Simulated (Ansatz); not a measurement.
Reaction (ligand exchange at the Se–B bond): `[SiH3][Se]BCl` + `C[SeH]` → `C[Se][Se][SiH3]` + `BCl`

Program: Ansatz. Geometries: PBE0-D4/def2-TZVP. ΔE: electronic, gas phase. CCSD(T)/CBS adds triple-zeta CCSD(T) − MP2 to the extrapolated MP2 energy (def2 sets, frozen cores). This one scheme is used for every species. Functionals use def2-TZVPP. B3LYP here is the variant with VWN-RPA as its local correlation; programs differ in this. For Se outer-core shells are correlated without core-valence functions, which leaves a few kJ/mol of doubt a bond. Scalar relativity is left out up to krypton. One conformer a species, not always the lowest.

Q: Is it downhill or uphill in electronic energy at CCSD(T)/CBS, and by how much? (An estimate is asked.)

A: Computed: Uphill: ΔE = +57.2 kJ/mol.

Q: What do these levels give: PBE0-D4, B3LYP, HF/def2-TZVPP, CCSD/def2-TZVPP, SCS-MP2/def2-QZVPP, HF/CBS(def2)? (An estimate is asked.)

A: Ansatz gave: PBE0-D4 57.0, B3LYP 53.5, HF/def2-TZVPP 51.5, CCSD/def2-TZVPP 61.6, SCS-MP2/def2-QZVPP 55.8, HF/CBS(def2) 49.9 kJ/mol.

Largest T1 diagnostic among the species: 0.012.

The D4 term adds −5.2 kJ/mol with B3LYP and −3.0 kJ/mol with PBE0; it sums over pairs of atoms, weighted by their polarisabilities, and B3LYP, whose exchange is more repulsive, gets the larger term. In def2-TZVPP, CCSD(T) changes the Hartree–Fock value by +10.4 kJ/mol (the triples alone add +0.3 kJ/mol) and MP2 by +11.2 kJ/mol.
